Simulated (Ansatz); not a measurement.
Species: CH2F3Ge, net charge 0, doublet state. It need not be the lowest isomer of its formula. 
Coordinates optimised at B3LYP-D3(BJ)/def2-TZVP (Ansatz, a program for electronic structure):
```
Ge
F 1 1.7214
F 1 1.7215 2 106.80
F 1 1.7229 2 105.21 3 -111.25
C 1 1.8969 2 112.35 4 -124.85
H 5 1.0808 1 120.65 2 26.80
H 5 1.0808 6 118.60 1 -179.48
```
Charge 0, spin multiplicity 2.

Dipole moments at this geometry, in debye (magnitudes).

```json
[
 {"level": "SVWN5/def2-TZVPD", "program": "Ansatz", "dipole (D)": "3.55"},
 {"level": "BLYP/def2-TZVPD", "program": "Ansatz", "dipole (D)": "3.46"},
 {"level": "r2SCAN/def2-TZVPD", "program": "Ansatz", "dipole (D)": "3.51"},
 {"level": "B97M-V/def2-TZVPD", "program": "Ansatz", "dipole (D)": "3.49"},
 {"level": "B3LYP/def2-TZVPD", "program": "Ansatz", "dipole (D)": "3.59"},
 {"level": "BHLYP/def2-TZVPD", "program": "Ansatz", "dipole (D)": "3.71"},
 {"level": "r2SCANh/def2-TZVPD", "program": "Ansatz", "dipole (D)": "3.56"},
 {"level": "r2SCAN0/def2-TZVPD", "program": "Ansatz", "dipole (D)": "3.62"},
 {"level": "HSE06/def2-TZVPD", "program": "Ansatz", "dipole (D)": "3.58"},
 {"level": "CAM-B3LYP/def2-TZVPD", "program": "Ansatz", "dipole (D)": "3.64"},
 {"level": "LC-wPBE/def2-TZVPD", "program": "Ansatz", "dipole (D)": "3.59"},
 {"level": "wB97M-V/def2-TZVPD", "program": "Ansatz", "dipole (D)": "___"},
 {"level": "wB97X-V/def2-TZVPD", "program": "Ansatz", "dipole (D)": "3.58"},
 {"level": "CCSD(T)/aug-cc-pVDZ", "program": "Ansatz", "dipole (D)": "___"}
]
```

Problem. Complete the blanks.

Solution. 
- wB97M-V/def2-TZVPD, dipole (D): 3.57
- CCSD(T)/aug-cc-pVDZ, dipole (D): 3.54
